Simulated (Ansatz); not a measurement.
Z-matrix (Å, degrees):
```
C
Si 1 1.840
H 1 1.092 2 110.8
H 1 1.092 2 110.0 3 -119.6
H 1 1.092 2 110.9 3 120.3
F 2 1.600 1 109.0 3 -173.5
F 2 1.594 1 110.1 3 -56.9
C 2 1.869 1 115.5 3 67.9
O 8 1.427 2 109.8 1 64.6
H 8 1.099 2 111.6 1 -170.7
H 8 1.094 2 110.6 1 -52.7
H 9 0.961 8 108.2 2 62.7
```

The species carries charge 0 and has multiplicity 1.

Q: List the CAM-B3LYP/def2-TZVPP orbital energies in eV (the Gaussian-basis code of Ansatz). (Estimate.)

A: The calculation gave: Occupied: -1802.44, -673.58, -673.58, -522.84, -280.03, -278.68, -146.83, -102.23, -102.18, -102.09, -34.99, -34.48, -30.37, -21.87, -20.97, -17.34, -16.04, -15.62, -15.02, -14.68, -14.18, -13.91, -13.73, -13.39, -13.04, -13.00, -11.63, -11.07, -9.22. Lowest empty: 1.47, 1.90, 2.58, 2.73, 3.23, 3.53, 4.02, 4.20.
